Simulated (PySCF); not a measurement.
One molecule, many functionals

Aluminum trifluoride, AlF3.
Numbering: `[F:1][Al:2]([F:3])[F:4]`

Geometry (PBE0-D3(BJ)/def2-SVP, Å), atoms numbered from 1 in this order:
```
atom  x, y, z in Å
F1    -0.795   -1.443   -0.018
Al2    0.027   -0.020   -0.019
F3     1.669   -0.019   -0.018
F4    -0.797    1.401   -0.021
```

Linear-response calculations in the def2-SVPD basis (PySCF; singlets by full response, triplets Tamm–Dancoff, core orbitals frozen in the response; HF means time-dependent Hartree–Fock). 'Strongest' is the level of largest summed f among the singlets computed (10 roots, of which the last may lack a degenerate partner); it can jump between rows when another state enters that window. S1 is the lowest singlet of each run and needn't be the same state throughout; f(S1) is that of one state. Geometry: PBE0-D3(BJ)/def2-SVP; no solvent, vibrations or thermal averaging.

```csv
functional,kind,S1 (eV),f(S1),strongest (eV),T1 (eV),HOMO (eV),gap (eV),"ionisation energy, ΔSCF (eV)"
LDA,LDA,7.29,0.000,8.46,7.11,-10.06,7.19,14.01
PBE,GGA,7.26,0.000,8.41,7.07,-9.81,7.18,13.68
B3LYP,"global hybrid, 20% exact exchange",8.14,0.000,9.33,7.92,-11.59,9.46,14.47
PBE0,"global hybrid, 25% exact exchange",8.47,0.000,9.60,8.23,-11.91,10.14,14.54
BHandHLYP,"global hybrid, 50% exact exchange",9.40,0.000,10.59,9.12,-14.00,12.84,15.31
CAM-B3LYP,range-separated hybrid,8.54,0.000,9.82,8.28,-13.50,12.45,14.98
wB97X-D,range-separated hybrid,8.80,0.000,9.90,8.59,-13.90,13.88,14.82
LC-wPBE,range-separated hybrid,9.00,0.000,10.25,8.71,-14.77,14.94,15.26
HF,Hartree–Fock,11.36,0.000,12.43,10.97,-17.43,18.00,not settled
```

S1 runs from 7.26 eV (PBE) to 11.36 eV (HF), a spread of 4.10 eV, while the orbital gap spreads over 10.8 eV. Along PBE (0%), B3LYP (20%), PBE0 (25%), BHandHLYP (50%), HF (100%) S1 rises with the share of exact exchange. −ε(HOMO) comes closest to its own ΔSCF ionisation energy with LC-wPBE (-0.49 eV) and misses most with LDA (-3.94 eV). 'Not settled' means that the ion's SCF failed to converge or may have ended in another state than the lowest.
